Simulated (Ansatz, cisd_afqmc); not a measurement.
System: As, charge 0, quartet.

Total energies in cc-pVDZ, 5 correlated electrons, 14 frozen orbitals. Radicals and triplets start from unrestricted determinants; spin-orbit coupling is neglected. Correlated methods leave the cores frozen (noble-gas shells, and filled d and f shells in the p block). No relativity. AFQMC is phaseless with a CISD trial state; ± is one standard error, without the phaseless bias. Outlying blocks are dropped, and bars are widened where a walk drifts. Over all cases where full CI ran beside it in this data, AFQMC minus full CI had a median of +0.1 mEh and passed +0.4 mEh in a tenth of the cases.

```csv
method,program,energy (Eh),minus CCSDTQ (mEh)
HF,Ansatz,-2234.16688,70.48
MP2,Ansatz,-2234.22158,15.77
CCSD,Ansatz,-2234.23637,0.99
CCSD(T),Ansatz,-2234.23709,0.26
CCSDT(Q),Ansatz,-2234.23734,0.02
CCSDTQ,Ansatz,-2234.23735,0.00
AFQMC/CISD,cisd_afqmc,-2234.2373 ± 0.0001,0.1 ± 0.1
```

Ansatz is a quantum-chemistry and plane-wave program.
